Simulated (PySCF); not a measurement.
Species: C5H7FNS (doublet state).
Z-matrix (Å and degrees, GFN2-xTB geometry), rows numbered from 1:
```
C 
N   1  1.2062
C   2  1.4432  1  135.65
C   3  1.5192  2  112.34  1   -22.25
C   4  1.5308  3  116.56  2   161.15
C   5  1.5266  4   97.07  3  -121.52
F   6  1.3623  5  113.36  4   122.02
S   6  1.8377  5   93.32  4     4.13
H   1  1.0798  2  138.63  3     1.63
H   3  1.0941  2  107.42  1  -144.19
H   3  1.0946  2  106.81  1    99.35
H   4  1.0911  3  110.33  2   -66.74
H   5  1.0905  4  112.28  3    -6.27
H   5  1.0895  4  114.14  3   118.30
H   6  1.0930  5  116.94  4  -112.79
```

The hyperfine couplings belong to this conformer and change with its torsions.

The species is `[H]/[C]=N\C[C@@H]1C[C@H](F)S1` [radical].

Computed with UKS B3LYP, pcH-1 on C F H N S, non-relativistic, mean-field spin-orbit, GIAO in PySCF. One conformer (not necessarily the lowest) at the GFN2-xTB geometry, without solvent, vibrations or thermal averaging. The geometry wasn't refined by DFT: couplings that depend on bond lengths, twists or pyramidal angles can differ widely from those at the functional's own minimum. The SCF solution wasn't tested for stability.

Principal values of hyperfine tensors in MHz (contact, dipolar and spin–orbit terms together), for some of the nuclei:

| atom | isotope | A1 | A2 | A3 |
| --- | --- | --- | --- | --- |
| C1 | 13C | 404.50 | 412.08 | 549.40 |
| H9 | 1H | 170.73 | 186.69 | 214.94 |
| N2 | 14N | 97.12 | 101.75 | 129.92 |
| C3 | 13C | 79.85 | 80.64 | 109.25 |
| S8 | 33S | 8.94 | 11.23 | 14.57 |
| H11 | 1H | -16.37 | -13.77 | -2.52 |
| C5 | 13C | 6.80 | 7.01 | 8.50 |
| C4 | 13C | -7.28 | -6.29 | 1.75 |

Give the isotropic coupling of each nucleus in MHz and in mT (g = 2.0013), and the anisotropic part.

a_iso is a third of the trace, T = A − a_iso, and a(mT) = a(MHz)/(g × 13.996). The tensors hold a spin–orbit part: the run splits a_iso into a_FC + a_SO, and T includes its anisotropic share.

```tsv
atom	a_iso (MHz)	a_FC	a_SO	a_iso (mT)	T1	T2	T3
C1	455.32	455.53	-0.20	16.256	-50.83	-43.25	94.08
H9	190.79	190.81	-0.03	6.811	-20.06	-4.09	24.16
N2	109.60	109.66	-0.06	3.913	-12.48	-7.85	20.32
C3	89.91	89.93	-0.02	3.210	-10.06	-9.27	19.33
S8	11.58	11.58	0.00	0.413	-2.64	-0.35	2.99
H11	-10.89	-10.89	0.00	-0.389	-5.48	-2.88	8.37
C5	7.43	7.44	0.00	0.265	-0.63	-0.43	1.06
C4	-3.94	-3.94	0.00	-0.141	-3.34	-2.35	5.69
```

What spin density at the nucleus of C1 lies behind its contact coupling (g_N = 1.40482)?

a_FC = 800.24 MHz bohr³ × g_N × ρ(0)/(2S). With a_FC = 455.53 MHz and 2S = 1, ρ(0) = 0.4052 bohr⁻³.

C6 (13C, g_N = 1.40482) isn't in the table. Its spin density at the nucleus is 0.01937 bohr⁻³. What is its contact coupling?

By the same relation, a_FC = 21.8 MHz. Its full tensor has the principal values 19.77, 20.01, 25.53 MHz.

Which nucleus of the table has the largest anisotropic coupling, and what is its form?

C1: -50.8, -43.2, 94.1 MHz (the dipolar term alone has -50.5, -43.4, 93.9), rhombic: the two smaller values differ by 8 % of the largest.

In a single crystal, with the field along each principal axis of the tensor of N2 in turn, what first-order splitting does this nucleus give (isotropic g, quadrupole terms neglected)?

3 lines (I = 1), spaced by |A_i|/(g × 13.996): 3.47, 3.63, 4.64 mT along the axes of A1, A2 and A3.

The run took 92 s (grids of density and orbitals included) on one thread, Arm Neoverse V1 (aarch64), no GPU, shared host, and the process peaked at 1.1 GiB of memory.
